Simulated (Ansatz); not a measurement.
C$_{2}$H$_{4}$B$_{2}$ClF, SMILES `FB1CB(Cl)C1`. The species carries charge 0 and has multiplicity 1.

Z-matrix (Å, degrees):
```
B
C 1 1.573
B 1 1.962 2 51.4
C 1 1.573 2 97.7 3 23.9
F 1 1.321 2 130.1 3 -140.9
H 2 1.100 1 106.8 3 -103.3
H 2 1.086 1 126.3 3 124.7
Cl 3 1.742 1 150.8 2 -105.4
H 4 1.086 1 126.3 2 -148.5
H 4 1.100 1 106.8 2 79.4
```

(1) What are the harmonic wavenumbers in cm⁻¹ at PBE0-D4/def2-TZVP (Ansatz, finite differences of forces, unscaled)? (Estimate.)

(2) Is this a minimum?

(3) Give the ideal-gas thermochemistry at 298.15 K and 1 bar (rigid rotor, harmonic oscillator; point group Cs, symmetry number 1).

(4) And at 400, 500, 600, 800 and 1000 K?

## Answers

(1) The calculation gave: 78, 252, 267, 374, 388, 440, 496, 639, 650, 843, 860, 918, 932, 973, 989, 1169, 1180, 1352, 1360, 1448, 3035, 3052, 3183, 3186.

(2) Yes, all 24 modes are real.

(3) Zero-point energy 167.9 kJ/mol; H(298) − E = 187.0 kJ/mol; entropy 334.2 J/(mol·K), of which translation 166.8, rotation 115.0, vibration 52.4; G(298) − E = 87.4 kJ/mol. Modes under 100 cm⁻¹ are hindered rotations or soft bends, so the harmonic entropy is rough.

(4) 
```json
{"T (K)": "400", "H − E (kJ/mol)": "198.7", "S (J/mol/K)": "367.8", "G − E (kJ/mol)": "51.6"}
{"T (K)": "500", "H − E (kJ/mol)": "212.2", "S (J/mol/K)": "397.8", "G − E (kJ/mol)": "13.3"}
{"T (K)": "600", "H − E (kJ/mol)": "227.2", "S (J/mol/K)": "425.1", "G − E (kJ/mol)": "-27.8"}
{"T (K)": "800", "H − E (kJ/mol)": "260.5", "S (J/mol/K)": "472.8", "G − E (kJ/mol)": "-117.8"}
{"T (K)": "1000", "H − E (kJ/mol)": "296.8", "S (J/mol/K)": "513.3", "G − E (kJ/mol)": "-216.5"}
```
